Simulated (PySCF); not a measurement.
# A ladder of Hamiltonians for Pd⁴²⁺ (palladium, charge +42)

Occupied: 1s1/2, 2s1/2. Hartree-Fock calculated with PySCF 2.14 in an even-tempered Gaussian basis (16 s from 6.8 bohr⁻², ratio 2.7; 12 p from 8.2 bohr⁻², ratio 2.7), Gaussian nucleus throughout. NR is non-relativistic, sf-X2C the spin-free one-electron X2C Hamiltonian, X2C adds the bare one-electron spin-orbit term, X2C-SNSO screens it by Boettger's factors, DC is four-component Dirac-Coulomb, and the Gaunt and Breit terms are added at first order (total energies over the DC spinors, levels after relaxing the spinors in that mean field). QED terms are absent. Levels marked empty are virtual spinors of this ion.

| Hamiltonian | E (hartree) | E − E(DC) (hartree) | CPU seconds |
| --- | --- | --- | --- |
| NR | -2573.4507 | 79.5348 | 0.22 |
| sf-X2C | -2652.2058 | 0.7797 | 0.13 |
| X2C | -2652.2058 | 0.7797 | 0.13 |
| X2C-SNSO | -2652.2058 | 0.7797 | 0.13 |
| DC | -2652.9855 | 0.0000 | 2.2 |
| DC+Gaunt | -2651.3697 | 1.6158 | 3.7 |
| DC+Breit | -2651.4020 | 1.5835 | 28 |

**Question.** Give the 2p spin-orbit interval with each Hamiltonian that has one.

**Answer.** X2C 190.2; X2C-SNSO 181.7; DC 183.0; DC+Gaunt 179.6; DC+Breit 179.6 (eV).

```json
{"level (eV)": "1s1/2", "NR": "-27529.1", "sf-X2C": "-28310.7", "X2C": "-28310.7", "X2C-SNSO": "-28310.7", "DC": "-28329.5", "DC+Gaunt": "-28290.8", "DC+Breit": "-28291.2"}
{"level (eV)": "2s1/2", "NR": "-6523.3", "sf-X2C": "-6757.3", "X2C": "-6757.3", "X2C-SNSO": "-6757.3", "DC": "-6759.3", "DC+Gaunt": "-6754.9", "DC+Breit": "-6755.3"}
{"level (eV)": "2p1/2 (empty)", "NR": "-6265.5", "sf-X2C": "-6354.0", "X2C": "-6484.7", "X2C-SNSO": "-6478.6", "DC": "-6480.3", "DC+Gaunt": "-6472.3", "DC+Breit": "-6473.5"}
{"level (eV)": "2p3/2 (empty)", "NR": "-6265.5", "sf-X2C": "-6354.0", "X2C": "-6294.4", "X2C-SNSO": "-6297.0", "DC": "-6297.3", "DC+Gaunt": "-6292.7", "DC+Breit": "-6293.9"}
{"level (eV)": "3s1/2 (empty)", "NR": "-2760.4", "sf-X2C": "-2839.2", "X2C": "-2839.2", "X2C-SNSO": "-2839.2", "DC": "-2839.7", "DC+Gaunt": "-2838.5", "DC+Breit": "-2838.7"}
```

Weight of the small component: 1s1/2 0.0286, 2s1/2 0.00673, 2p1/2 0.00662, 2p3/2 0.00642, 3s1/2 0.00283.

Koopmans' value for the highest occupied level at DC+Breit: 6755.3 eV, against an ionisation energy of 6759 ± 6 eV (semi-empirical (NIST evaluation); NIST Atomic Spectra Database, ionization energies); the former lacks relaxation, correlation, QED and recoil.

The whole ladder took 35 s of wall time on 1 thread of Neoverse-V1 (shared host), launched as `OMP_NUM_THREADS=1 python relrun2.py TASK.json OUT` (a driver that calls PySCF for each Hamiltonian).
